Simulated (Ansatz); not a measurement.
Other settings, tried on Si19OH26, a nanocrystal with a defect cut from the lattice of silicon (double-bonded O in place of two caps).

```yaml
crystal:
  periodic: [false, false, false]
  atoms:
    - {symbol: Si, position_ang: [-3.462916, -0.768970, -1.826152]}
    - {symbol: Si, position_ang: [-3.429505, 1.902477, 0.856326]}
    - {symbol: Si, position_ang: [-0.697811, -3.498231, -1.828713]}
    - {symbol: Si, position_ang: [-0.657877, -0.712081, 0.767981]}
    - {symbol: Si, position_ang: [1.957006, -3.510893, 0.814474]}
    - {symbol: Si, position_ang: [2.055647, -0.722668, -1.929347]}
    - {symbol: Si, position_ang: [1.932770, -0.734064, 3.502000]}
    - {symbol: Si, position_ang: [-0.697722, 1.971157, -1.947624]}
    - {symbol: Si, position_ang: [2.027018, 2.029033, 0.757335]}
    - {symbol: Si, position_ang: [-0.698313, 1.870147, 3.628798]}
    - {symbol: Si, position_ang: [-2.291695, -2.346674, -3.127549]}
    - {symbol: Si, position_ang: [-2.047656, 0.631771, -0.568453]}
    - {symbol: Si, position_ang: [-2.263842, 3.185336, 2.456670]}
    - {symbol: Si, position_ang: [0.757861, 0.694870, -3.293649]}
    - {symbol: Si, position_ang: [0.702489, -2.078982, -0.573051]}
    - {symbol: Si, position_ang: [0.662547, 0.688933, 2.120786]}
    - {symbol: Si, position_ang: [3.255441, -2.401123, 2.447155]}
    - {symbol: Si, position_ang: [3.401860, 0.695881, -0.615386]}
    - {symbol: Si, position_ang: [0.726815, 3.362176, -0.687192]}
    - {symbol: O, position_ang: [1.761069, -0.634988, 5.055205]}
    - {symbol: H, position_ang: [-4.357876, 0.069492, -2.705484]}
    - {symbol: H, position_ang: [-4.336349, -1.519927, -0.850802]}
    - {symbol: H, position_ang: [-4.310068, 0.921335, 1.592207]}
    - {symbol: H, position_ang: [-4.320945, 2.790043, 0.022408]}
    - {symbol: H, position_ang: [-1.436984, -4.372137, -0.844573]}
    - {symbol: H, position_ang: [0.145107, -4.393001, -2.703706]}
    - {symbol: H, position_ang: [-1.510142, -1.582895, 1.661250]}
    - {symbol: H, position_ang: [0.974122, -4.385626, 1.554332]}
    - {symbol: H, position_ang: [2.838250, -4.403829, -0.024516]}
    - {symbol: H, position_ang: [2.932052, -1.602741, -2.788959]}
    - {symbol: H, position_ang: [-1.584869, 2.819584, -2.828041]}
    - {symbol: H, position_ang: [2.882000, 2.903288, 1.643227]}
    - {symbol: H, position_ang: [-1.438554, 0.855673, 4.459575]}
    - {symbol: H, position_ang: [0.155922, 2.728128, 4.523712]}
    - {symbol: H, position_ang: [-3.270613, -3.346028, -3.699320]}
    - {symbol: H, position_ang: [-1.609679, -1.656635, -4.279722]}
    - {symbol: H, position_ang: [-3.266537, 3.774156, 3.421676]}
    - {symbol: H, position_ang: [-1.560107, 4.327314, 1.770368]}
    - {symbol: H, position_ang: [0.010362, -0.089358, -4.340626]}
    - {symbol: H, position_ang: [1.693889, 1.648472, -4.000624]}
    - {symbol: H, position_ang: [4.431690, -1.723071, 1.790985]}
    - {symbol: H, position_ang: [3.757175, -3.368336, 3.488539]}
    - {symbol: H, position_ang: [4.380183, -0.095447, 0.214177]}
    - {symbol: H, position_ang: [4.188086, 1.603280, -1.531086]}
    - {symbol: H, position_ang: [-0.041721, 4.403258, 0.084135]}
    - {symbol: H, position_ang: [1.662421, 4.071943, -1.638734]}
basis:
  gaussian: {orbitals: def2-mTZVPP, fitting: {mean_field: def2-universal-jkfit}}
hamiltonian: {xc: {name: SVWN5}, pseudopotentials: {relativity: none}}
scf: {omitted_lower_state_checks: [starts]}
```

```sh
$ ansatz run in.yaml --threads 2 --pin off --events-out ev --progress --plain --max-ram 22528MiB --backend cuda --devices 0, --max-vram 18GiB
```

Shortened log:

```
Functional definition: SVWN5
2977 factors; integrals over basis functions are off by at most 8.8e-1 eV
mean field evaluation 1: about -151524.8792 eV, gradient 8.1e1 eV
mean field evaluation 2: about -151319.8598 eV, gradient 1.9e2 eV
mean field evaluation 4: about -151536.6480 eV, gradient 3.6e1 eV
mean field evaluation 8: about -151540.6267 eV, gradient 1.8e0 eV
mean field evaluation 16: about -151540.6221 eV, gradient 1.9e-2 eV
mean field -151540.62210472 eV, -5569.0151444257 hartree, gradient 4.0e-5 eV, S^2 0.000000; 0 other end points of the search recorded, 0 dependent functions left out
reference -151540.62221119 eV, -5569.0151483384 hartree; 150, 150 occupied and 517, 517 virtual orbitals, 2977 factors
Total energy: -151540.62221119 eV, -5569.0151483384 hartree
Checks for a lower state left out: starts
```

Hardware: 2 threads of AMD EPYC 7R13 on a shared host and a share (18 GiB) of an NVIDIA H100 80GB HBM3. Wall time 4.8 s.
